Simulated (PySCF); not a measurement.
## Highest orbital energy against ionisation energy along the 4p block

Calculated with PySCF 2.14, no spin-orbit coupling. Each cell gives −ε(HOMO) / ΔSCF in eV; NIST values include spin-orbit coupling, (s) semi-empirical, (t) theoretical.

| species | UHF | LDA | PBE | PBE0 | r2SCAN | NIST (lowest levels) |
| --- | --- | --- | --- | --- | --- | --- |
| Ga⁺ (aug-cc-pVQZ-DK, spin-free X2C) | 19.033 / 18.749 | 16.615 / 21.120 | 16.294 / 20.750 | 17.193 / 20.417 | 16.579 / 20.489 | 20.515 |
| Ge⁺ (aug-cc-pVQZ-DK, spin-free X2C) | 15.579 / 15.255 | 11.700 / 15.890 | 11.694 / 15.764 | 12.816 / 15.799 | 12.080 / 15.970 | 15.935 |
| As⁺ (aug-cc-pVQZ-DK, spin-free X2C) | 18.444 / 17.979 | 14.039 / 18.652 | 14.011 / 18.495 | 15.289 / 18.552 | 14.445 / 18.718 | 18.589 |
| Se⁺ (aug-cc-pVQZ-DK, spin-free X2C) | 21.426 / 20.839 | 16.440 / 21.467 | 16.400 / 21.299 | 17.846 / 21.394 | 16.917 / 21.577 | 21.196 ± 0.01 |
| Br⁺ (aug-cc-pVQZ-DK, spin-free X2C) | 21.097 / 20.239 | 16.618 / 21.656 | 16.503 / 21.369 | 17.909 / 21.381 | 16.881 / 21.446 | 21.591 |
| Kr⁺ (aug-cc-pVQZ-DK, spin-free X2C) | 24.214 / 23.229 | 19.176 / 24.622 | 19.036 / 24.304 | 20.602 / 24.343 | 19.463 / 24.422 | 24.360 |

Problem. How far is −ε(HOMO) from ΔSCF on average for each method, and why?

Solution. UHF 0.58 eV; LDA -4.80 eV; PBE -4.67 eV; PBE0 -3.37 eV; r2SCAN -4.38 eV. Hartree-Fock orbital energies lack relaxation and so exceed the ΔSCF value; semilocal functionals have convex E(N) from self-interaction, so their HOMO lies far too high; exact exchange moves hybrids part of the way back.
